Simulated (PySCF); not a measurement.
# Spinor energies of Cu(23+) (copper, charge +23)

Start: [He] 2s2 2p2; 2p1/2 filled at m_j = -1/2, +1/2. Calculated with PySCF 2.14 in an uncontracted even-tempered set (17 s from 6.6 bohr⁻², ratio 2.4; 11 p from 8.6 bohr⁻², ratio 2.4; 5 d from 31 bohr⁻², ratio 2.6; 4 f from 47 bohr⁻², ratio 2.6): generalised Hartree-Fock with the X2C-1e Hamiltonian and a Gaussian nucleus; one run each with spin-orbit coupling (SO) switched off, then screened by Boettger's factors.

```csv
spinor shell,electrons,"ε, spin-free (eV)","ε, screened SO (eV)",weight of nominal j (screened SO),"rms radius, screened SO (bohr)"
1s1/2,2,-10430.9,-10428.5,1.000,0.0597
2s1/2,2,-2257.2,-2256.5,1.000,0.238
2p1/2,2,-2177.6,-2181.3,0.971,0.206
```

```tsv
quantity	spin-free	screened SO
E (hartree)	-1182.43318	-1183.15302
M_J	0	0
⟨J²⟩	2.000	0.116
⟨L²⟩	2.000	1.409
⟨S²⟩	2.000	1.408
```

Each row is a mean over spinors that exchange with the open shell spreads, by up to 14.305 eV (2s1/2).

⟨J²⟩ departs a little from M_J(M_J + 1) because the unrestricted spinors polarise the closed shells.

Without spin-orbit coupling the j labels of p, d and f shells carry no meaning; the spin-free column gives the mean over the occupied spinors of each nl shell.
